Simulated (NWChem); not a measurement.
System: CH$_{4}$SSeTe; SMILES CS[Te][SeH]

The following NWChem deck was run.

```
start job
memory heap 200 mb stack 900 mb global 1100 mb
geometry units angstroms noautoz
  Te     0.845399     0.245292    -0.050420
  S     -0.771093     1.877097     0.644790
  C     -1.723545     2.210723    -0.863915
  H     -1.082317     2.571342    -1.679619
  H     -2.443208     2.999667    -0.596386
  H     -2.280333     1.318965    -1.183949
  Se    -0.424787    -1.943865     0.096480
  H     -0.911972    -1.935058    -1.294721
end
basis spherical
  * library 3-21g
end
dft
  xc xtpss03 ctpss03
  iterations 150
  mulliken
end
task dft energy
```

Output (shortened):

```
             Northwest Computational Chemistry Package (NWChem) 7.3.0
             --------------------------------------------------------

 C1  symmetry detected

                             Geometry "geometry" -> ""
                             -------------------------

 Output coordinates in angstroms (scale by  1.889725989 to convert to a.u.)

  No.       Tag          Charge          X              Y              Z
 ---- ---------------- ---------- -------------- -------------- --------------
    1 Te                  52.0000     0.85181872     0.26894368    -0.05475657
    2 S                   16.0000    -0.72274656     1.93515828     0.65490813
    3 C                    6.0000    -1.66252904     2.31016606    -0.85202252
    4 H                    1.0000    -1.01010670     2.66259430    -1.66241246
    5 H                    1.0000    -2.36178178     3.11486012    -0.57737308
    6 H                    1.0000    -2.24186617     1.43693333    -1.18293042
    7 Se                  34.0000    -0.47594819    -1.88742177     0.06559105
    8 H                    1.0000    -0.95946101    -1.85064816    -1.32643269

 Effective nuclear repulsion energy (a.u.)     806.6357466842

                                 NWChem DFT Module
                                 -----------------

 Summary of "ao basis" -> "ao basis" (spherical)
 ------------------------------------------------------------------------------
       Tag                 Description            Shells   Functions and Types
 ---------------- ------------------------------  ------  ---------------------
 Te                          3-21g                  13       31   6s5p2d
 S                           3-21g                   7       13   4s3p
 C                           3-21g                   5        9   3s2p
 H                           3-21g                   2        2   2s
 Se                          3-21g                  10       22   5s4p1d

            General Information
            -------------------
          SCF calculation type: DFT
          Wavefunction type:  closed shell.
          No. of atoms     :     8
          No. of electrons :   112
           Alpha electrons :    56
            Beta electrons :    56
          Charge           :     0
          Spin multiplicity:     1
          Use of symmetry is: off; symmetry adaption is: off
          Maximum number of iterations: 150
          AO basis - number of functions:    83
                     number of shells:    43
          Convergence on energy requested:  1.00D-06
          Convergence on density requested:  1.00D-05
          Convergence on gradient requested:  5.00D-04

              XC Information
              --------------
                  TPSS metaGGA Exchange Functional  1.000
             TPSS03 metaGGA Correlation Functional  1.000

             Grid Information
             ----------------
          Grid used for XC integration:  medium
          Radial quadrature: Mura-Knowles
          Angular quadrature: Lebedev.
          Tag              B.-S. Rad. Rad. Pts. Rad. Cut. Ang. Pts.
          ---              ---------- --------- --------- ---------
          Te                  1.40      123          10.0       590
          S                   1.00       88          11.0       590
          C                   0.70       49          11.0       434
          H                   0.35       45          13.0       434
          Se                  1.15      112          12.0       590
          Grid pruning is: on
          Number of quadrature shells:   552
          Spatial weights used:  Erf1

      Superposition of Atomic Density Guess
      -------------------------------------

 Sum of atomic energies:       -9406.14182930

      Non-variational initial energy
      ------------------------------

 Total energy =   -9407.366576
 1-e energy   =  -14608.057140
 2-e energy   =    4394.054817
 HOMO         =      -0.221320
 LUMO         =      -0.012540

     ---------------------------------------------
      Total Density - Mulliken Population Analysis
     ---------------------------------------------

    Atom       Charge   Shell Charges
 -----------   ------   -------------------------------------------------------
    1 Te  52    51.60   2.00  2.00  6.00  2.00  6.00  2.00  5.96  0.98  2.03  0.91  1.74 10.00 10.00
    2 S   16    16.22   2.00  1.96  5.89  1.00  2.36  0.91  2.10
    3 C    6     6.79   1.99  0.38  1.48  1.18  1.75
    4 H    1     0.75   0.42  0.33
    5 H    1     0.75   0.41  0.33
    6 H    1     0.75   0.42  0.33
    7 Se  34    34.30   2.00  2.00  5.99  2.00  5.96  0.78  1.93  1.15  2.49 10.00
    8 H    1     0.84   0.34  0.50

   convergence    iter        energy       DeltaE   RMS-Dens  Diis-err
 ---------------- ----- ----------------- --------- --------- ---------
 d= 0,ls=0.0,diis     1  -9411.5462348910 -1.02D+04  1.70D-02  5.14D-01
 d= 0,ls=0.0,diis     2  -9411.5740692962 -2.78D-02  1.16D-02  1.53D-01
 d= 0,ls=0.0,diis     3  -9411.5818586799 -7.79D-03  6.25D-03  1.18D-01
 d= 0,ls=0.0,diis     4  -9411.6039578254 -2.21D-02  1.71D-03  6.48D-03
 d= 0,ls=0.0,diis     5  -9411.6049661361 -1.01D-03  7.52D-04  1.06D-03
  Resetting Diis
 d= 0,ls=0.0,diis     6  -9411.6051777273 -2.12D-04  2.02D-04  5.76D-05
 d= 0,ls=0.0,diis     7  -9411.6051907881 -1.31D-05  1.68D-04  9.64D-06
 d= 0,ls=0.0,diis     8  -9411.6051845647  6.22D-06  1.16D-04  3.64D-05
 d= 0,ls=0.0,diis     9  -9411.6051928757 -8.31D-06  1.24D-05  2.38D-07
 d= 0,ls=0.0,diis    10  -9411.6051929335 -5.78D-08  2.71D-06  2.11D-08

         Total DFT energy =    -9411.605192933466
      One electron energy =   -14609.325743793270
           Coulomb energy =     4681.703564799298
    Exchange-Corr. energy =     -290.618760623672
 Nuclear repulsion energy =      806.635746684178

 Numeric. integr. density =      112.000023014924

                       DFT Final Molecular Orbital Analysis
                       ------------------------------------

 Vector   54  Occ=2.000000D+00  E=-2.307035D-01
              MO Center= -3.9D-01, -9.8D-02,  2.7D-01, r^2= 5.5D+00
   Bfn.  Coefficient  Atom+Function         Bfn.  Coefficient  Atom+Function
  ----- ------------  ---------------      ----- ------------  ---------------
    74      0.411305  7 Se px                70      0.333959  7 Se px
    42      0.308547  2 S  px                38      0.300395  2 S  px
    18     -0.245123  1 Te s                 66     -0.214508  7 Se px
    44     -0.172478  2 S  pz                15     -0.170139  1 Te px
    76     -0.149891  7 Se pz                21     -0.146051  1 Te pz

 Vector   55  Occ=2.000000D+00  E=-2.245424D-01
              MO Center= -5.3D-01,  1.5D-01,  2.7D-01, r^2= 5.6D+00
   Bfn.  Coefficient  Atom+Function         Bfn.  Coefficient  Atom+Function
  ----- ------------  ---------------      ----- ------------  ---------------
    43      0.361901  2 S  py                39      0.350355  2 S  py
    75      0.315900  7 Se py                74     -0.256373  7 Se px
    71      0.246859  7 Se py                70     -0.224401  7 Se px
    38      0.192432  2 S  px                35     -0.166304  2 S  py
    67     -0.158026  7 Se py                42      0.152680  2 S  px

 Vector   56  Occ=2.000000D+00  E=-2.104019D-01
              MO Center=  4.1D-01,  4.0D-01, -2.6D-02, r^2= 3.8D+00
   Bfn.  Coefficient  Atom+Function         Bfn.  Coefficient  Atom+Function
  ----- ------------  ---------------      ----- ------------  ---------------
    17      0.540884  1 Te pz                21      0.460496  1 Te pz
    13     -0.397271  1 Te pz                 9      0.177884  1 Te pz
    42      0.171342  2 S  px                50      0.168635  3 C  s
    83      0.155035  8 H  s                 41     -0.151109  2 S  s
    40     -0.147239  2 S  pz                38      0.131509  2 S  px

 Vector   57  Occ=0.000000D+00  E=-9.627693D-02
              MO Center=  1.2D-01, -2.0D-01,  8.6D-02, r^2= 5.0D+00
   Bfn.  Coefficient  Atom+Function         Bfn.  Coefficient  Atom+Function
  ----- ------------  ---------------      ----- ------------  ---------------
    19      0.653175  1 Te px                75      0.607865  7 Se py
    18     -0.519882  1 Te s                 15      0.427613  1 Te px
    73      0.409037  7 Se s                 43     -0.383190  2 S  py
    11     -0.303059  1 Te px                41      0.294615  2 S  s
    71      0.295812  7 Se py                20      0.257640  1 Te py

 Vector   58  Occ=0.000000D+00  E=-8.257671D-02
              MO Center=  3.8D-01,  4.6D-01,  7.6D-02, r^2= 4.8D+00
   Bfn.  Coefficient  Atom+Function         Bfn.  Coefficient  Atom+Function
  ----- ------------  ---------------      ----- ------------  ---------------
    20      0.790732  1 Te py                41     -0.523756  2 S  s
    16      0.473389  1 Te py                42     -0.406012  2 S  px
    12     -0.340430  1 Te py                74      0.338158  7 Se px
    43      0.329607  2 S  py                19     -0.282272  1 Te px
    44      0.274644  2 S  pz                38     -0.244108  2 S  px

 Vector   59  Occ=0.000000D+00  E=-3.853465D-03
              MO Center= -6.9D-01, -1.8D+00, -6.0D-01, r^2= 3.0D+00
   Bfn.  Coefficient  Atom+Function         Bfn.  Coefficient  Atom+Function
  ----- ------------  ---------------      ----- ------------  ---------------
    83      1.321182  8 H  s                 76      0.952594  7 Se pz
    73     -0.728062  7 Se s                 72      0.331700  7 Se pz
    74      0.317034  7 Se px                82      0.215218  8 H  s
    68     -0.206398  7 Se pz                18      0.190704  1 Te s
    50     -0.188464  3 C  s                 14     -0.136894  1 Te s

     ---------------------------------------------
      Total Density - Mulliken Population Analysis
     ---------------------------------------------

[...]
```

Level: TPSS/3-21G, non-relativistic. Structure relaxed at the PBE0/def2-SVP (def2 core potentials past Kr) level. No frequency run checked for a minimum.
